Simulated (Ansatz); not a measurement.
Reaction (redistribution): `N[SiH2][O][GeH2][NH2]` + `FC[SiH](F)S` → `[NH2][GeH2][O][SiH](N)F` + `C[SiH](F)S`

Computed with Ansatz on PBE0-D4/def2-TZVP structures; ΔE is electronic, products minus reactants. CBS: MP2 limit from def2 TZ/QZ plus the TZ coupled-cluster correction, frozen cores. Functionals use def2-TZVPP. For Ge outer-core shells are correlated without core-valence functions, which leaves a few kJ/mol of doubt a bond. Scalar relativity is left out up to krypton. Each species was taken in one conformer, which may not be the lowest.

| species | PBE0-D4 energy (Eh) |
| --- | --- |
| `N[SiH2][O][GeH2][NH2]` | -2555.65745 |
| `FC[SiH](F)S` | -927.60818 |
| `[NH2][GeH2][O][SiH](N)F` | -2654.93702 |
| `C[SiH](F)S` | -828.43563 |

Question: Work out ΔE.

Answer: ΔE = (-2654.93702) + (-828.43563) − (-2555.65745) − (-927.60818) = -0.10702 Eh = -281.0 kJ/mol. CCSD(T)/CBS gives -293.1 kJ/mol.

Largest T1 diagnostic among the species: 0.012.

From PBE to PBE0 (25 % exact exchange), in def2-TZVPP and without D4, ΔE moves by −9.4 kJ/mol.
